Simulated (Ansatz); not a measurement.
Start from `N[CH2][InH][NH2]` and change one atom or group to get `N[CH2][InH2]`.

Ansatz, PBE0-D4/def2-TZVP geometries, multiplicity 1. Each molecule was computed in one conformer, which needn't be the lowest.

Elements past krypton have def2 core potentials.

| property | `N[CH2][InH][NH2]` |
| --- | --- |
| LUMO energy (B3LYP/def2-TZVPP) / eV | -1.09 |
| HOMO energy (PBE0/def2-TZVPP) / eV | -5.97 |
| HOMO–LUMO gap (PBE0/def2-TZVPP) / eV | 5.15 |
| HOMO energy (B3LYP/def2-TZVPP) / eV | -5.79 |
| LUMO energy (PBE/def2-TZVPP) / eV | -1.49 |
| size of the dipole moment (ωB97M-V/def2-TZVPP) / D | 0.47 |

**Question.** What does the change do to each property? (An estimate is asked.)

**Answer.** The calculation gave: 
```json
{"property": "LUMO energy (B3LYP/def2-TZVPP) / eV", "`N[CH2][InH2]`": "-1.82", "shift": "-0.73"}
{"property": "HOMO energy (PBE0/def2-TZVPP) / eV", "`N[CH2][InH2]`": "-6.53", "shift": "-0.56"}
{"property": "HOMO–LUMO gap (PBE0/def2-TZVPP) / eV", "`N[CH2][InH2]`": "5.00", "shift": "-0.15"}
{"property": "HOMO energy (B3LYP/def2-TZVPP) / eV", "`N[CH2][InH2]`": "-6.32", "shift": "-0.53"}
{"property": "LUMO energy (PBE/def2-TZVPP) / eV", "`N[CH2][InH2]`": "-2.27", "shift": "-0.78"}
{"property": "size of the dipole moment (ωB97M-V/def2-TZVPP) / D", "`N[CH2][InH2]`": "1.50", "shift": "1.03"}
```

With PBE0 the HOMO falls by 0.56 eV and the LUMO falls by 0.70 eV, so the gap narrows by about 0.14 eV. PBE moves the HOMO by -0.39 eV and ωB97M-V by -0.66 eV. Dipoles are sizes alone; their direction can turn.

B3LYP here is the variant with VWN-RPA as its local correlation; programs differ in this.
